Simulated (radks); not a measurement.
Values are calculated unless marked as measured or tabulated.
Ge24+, 8 electrons, occupied as [He] 2s2 2p4.

Level of theory: scalar-relativistic Kohn-Sham, PBE, spin-unpolarised, spherical densities, point nucleus (a radial shooting solver on a logarithmic mesh with Libxc functionals).

Energy parts (eV):
| part | energy |
|---|---|
| total | -44576.288 |
| kinetic | 45565.927 |
| electron-nucleus | -94723.333 |
| Hartree | 5737.344 |
| exchange-correlation | -1156.226 |

Orbitals (lengths in bohr, moments of r in powers of bohr; <r^-3> diverges for s and p1/2; r(max) is where P^2 peaks):
orbital	occ.	eigenvalue (eV)	<r^-3>	<1/r>	r(max)
1s	2	-12283.07	-	32.43	0.03070
2s	2	-2530.241	-	7.425	0.1719
2p	4	-2386.369	1097	7.268	0.1367

The highest occupied level is 2p at -2386.4 eV. The density falls to 0.001 e/bohr^3 at r = 0.69 bohr.
